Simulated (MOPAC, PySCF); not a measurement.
C$_{3}$H$_{4}$Si, SMILES `C=C=C=[SiH2]`, neutral singlet in the gas phase. 

Cartesian coordinates (Å):
SMILES: C(=C=[SiH2])=C
```xyz
8

C      2.1390    -0.0738     0.0524
C      0.8236    -0.0284     0.0202
C     -0.4389     0.0151    -0.0107
Si    -2.1241     0.0734    -0.0521
H      2.6916     0.3318     0.8905
H      2.7027    -0.5179    -0.7583
H     -2.8896    -0.4741    -1.1800
H     -2.9044     0.6738     1.0380
```
Charge 0, multiplicity 1.

All levels are single points at this geometry (B3LYP-D3(BJ)/def2-TZVP); Pople sets use spherical d functions. Orbital energies aren't observables, and empty levels follow the basis.

```json
[
 {"level": "B3LYP-D3(BJ)/def2-TZVP in PySCF", "HOMO (eV)": "-5.89", "LUMO (eV)": "-2.25", "gap (eV)": "3.63", "dipole (D)": "0.88", "vertical IE, Delta-SCF (eV)": "–"},
 {"level": "PBE-D3(BJ)/def2-TZVP in PySCF", "HOMO (eV)": "-5.28", "LUMO (eV)": "-2.82", "gap (eV)": "2.46", "dipole (D)": "0.64", "vertical IE, Delta-SCF (eV)": "–"},
 {"level": "B3LYP/3-21G in PySCF", "HOMO (eV)": "-5.80", "LUMO (eV)": "-1.95", "gap (eV)": "3.85", "dipole (D)": "0.19", "vertical IE, Delta-SCF (eV)": "–"},
 {"level": "B3LYP/6-311+G** in PySCF", "HOMO (eV)": "-5.92", "LUMO (eV)": "-2.29", "gap (eV)": "3.63", "dipole (D)": "0.89", "vertical IE, Delta-SCF (eV)": "–"},
 {"level": "B3LYP/LANL2DZ in PySCF", "HOMO (eV)": "-5.94", "LUMO (eV)": "-2.18", "gap (eV)": "3.76", "dipole (D)": "0.40", "vertical IE, Delta-SCF (eV)": "–"},
 {"level": "M06-2X/6-31G* in PySCF", "HOMO (eV)": "-6.80", "LUMO (eV)": "-1.12", "gap (eV)": "5.68", "dipole (D)": "0.68", "vertical IE, Delta-SCF (eV)": "–"},
 {"level": "PBE/6-31G* in PySCF", "HOMO (eV)": "-5.09", "LUMO (eV)": "-2.54", "gap (eV)": "2.55", "dipole (D)": "0.22", "vertical IE, Delta-SCF (eV)": "7.88"},
 {"level": "HF/3-21G in PySCF", "HOMO (eV)": "-7.62", "LUMO (eV)": "1.20", "gap (eV)": "8.83", "dipole (D)": "0.54", "vertical IE, Delta-SCF (eV)": "–"},
 {"level": "HF/6-31G* in PySCF", "HOMO (eV)": "-7.53", "LUMO (eV)": "1.29", "gap (eV)": "8.82", "dipole (D)": "0.96", "vertical IE, Delta-SCF (eV)": "–"},
 {"level": "HF/STO-3G in PySCF", "HOMO (eV)": "-4.77", "LUMO (eV)": "5.36", "gap (eV)": "10.12", "dipole (D)": "2.54", "vertical IE, Delta-SCF (eV)": "–"},
 {"level": "AM1 in MOPAC", "HOMO (eV)": "-8.24", "LUMO (eV)": "-1.18", "gap (eV)": "7.06", "dipole (D)": "0.21", "vertical IE, Delta-SCF (eV)": "–"},
 {"level": "PM6 in MOPAC", "HOMO (eV)": "-7.62", "LUMO (eV)": "-0.97", "gap (eV)": "6.65", "dipole (D)": "4.44", "vertical IE, Delta-SCF (eV)": "–"},
 {"level": "PM7 in MOPAC", "HOMO (eV)": "-8.57", "LUMO (eV)": "-1.69", "gap (eV)": "6.87", "dipole (D)": "0.57", "vertical IE, Delta-SCF (eV)": "–"}
]
```
